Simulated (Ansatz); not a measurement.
Relaxation of CH10Si3 (14 atoms, charge 0, multiplicity 1), to a largest force component of 0.02 eV/Å in at most 40 steps.

Level of theory: Ansatz 0.2.0, RKS PBE0-D4/STO-3G.

```xyz
14
Properties=species:S:1:pos:R:3
Si 0.000 0.000 0.000
C 0.000 0.000 1.870
H -1.000 -0.309 2.240
H 0.768 -0.711 2.240
H 0.232 1.020 2.240
H 1.377 0.000 -0.486
Si -1.046 1.812 -0.739
H -2.430 1.478 -1.061
H -1.022 2.844 0.293
H -0.374 2.307 -1.937
Si -1.046 -1.812 -0.739
H -1.703 -2.485 0.377
H -2.045 -1.427 -1.731
H -0.078 -2.717 -1.351
```

Q: Where does it end, and by what steps?

A: It converged. The force dipped under the threshold on the way, but the program's further checks kept it going. Limits of this set-up: minimal basis. After 19 steps the energy has fallen by 0.175 eV; H13 moved furthest, 1.18 Å.

```json
{"step": "0", "energy less start (eV)": "0.0000", "largest force component (eV/Å)": "0.703", "accepted": "yes"}
{"step": "1", "energy less start (eV)": "-0.0828", "largest force component (eV/Å)": "0.390", "accepted": "yes"}
{"step": "2", "energy less start (eV)": "-0.1271", "largest force component (eV/Å)": "0.213", "accepted": "yes"}
{"step": "3", "energy less start (eV)": "-0.1372", "largest force component (eV/Å)": "0.034", "accepted": "yes"}
{"step": "4", "energy less start (eV)": "-0.1395", "largest force component (eV/Å)": "0.261", "accepted": "yes"}
{"step": "5", "energy less start (eV)": "-0.1438", "largest force component (eV/Å)": "0.072", "accepted": "yes"}
{"step": "6", "energy less start (eV)": "-0.1495", "largest force component (eV/Å)": "0.012", "accepted": "yes"}
{"step": "7", "energy less start (eV)": "-0.1486", "largest force component (eV/Å)": "0.267", "accepted": "no"}
{"step": "8", "energy less start (eV)": "-0.1533", "largest force component (eV/Å)": "0.058", "accepted": "yes"}
{"step": "9", "energy less start (eV)": "-0.1544", "largest force component (eV/Å)": "0.139", "accepted": "yes"}
{"step": "10", "energy less start (eV)": "-0.1573", "largest force component (eV/Å)": "0.147", "accepted": "yes"}
{"step": "11", "energy less start (eV)": "-0.1639", "largest force component (eV/Å)": "0.010", "accepted": "yes"}
{"step": "12", "energy less start (eV)": "-0.1667", "largest force component (eV/Å)": "0.198", "accepted": "yes"}
{"step": "13", "energy less start (eV)": "-0.1692", "largest force component (eV/Å)": "0.115", "accepted": "yes"}
{"step": "14", "energy less start (eV)": "-0.1715", "largest force component (eV/Å)": "0.006", "accepted": "yes"}
{"step": "15", "energy less start (eV)": "-0.1712", "largest force component (eV/Å)": "0.194", "accepted": "no"}
{"step": "16", "energy less start (eV)": "-0.1728", "largest force component (eV/Å)": "0.060", "accepted": "yes"}
{"step": "17", "energy less start (eV)": "-0.1732", "largest force component (eV/Å)": "0.106", "accepted": "yes"}
{"step": "18", "energy less start (eV)": "-0.1742", "largest force component (eV/Å)": "0.063", "accepted": "yes"}
{"step": "19", "energy less start (eV)": "-0.1747", "largest force component (eV/Å)": "0.002", "accepted": "yes"}
```

```xyz
14
Properties=species:S:1:pos:R:3
Si -0.044 0.044 -0.010
C 0.051 -0.054 1.864
H -0.943 -0.151 2.312
H 0.644 -0.915 2.187
H 0.516 0.843 2.284
H 1.312 0.166 -0.501
Si -1.188 1.873 -0.635
H -2.566 1.798 -0.213
H -0.619 3.070 -0.063
H -1.180 2.025 -2.070
Si -0.931 -1.845 -0.839
H -2.246 -2.087 -0.296
H -1.060 -1.774 -2.275
H -0.112 -2.993 -0.529
```

Run time: 48 s on 1 thread of Arm Neoverse V2, with other jobs on the host, peak memory 0.11 GiB.
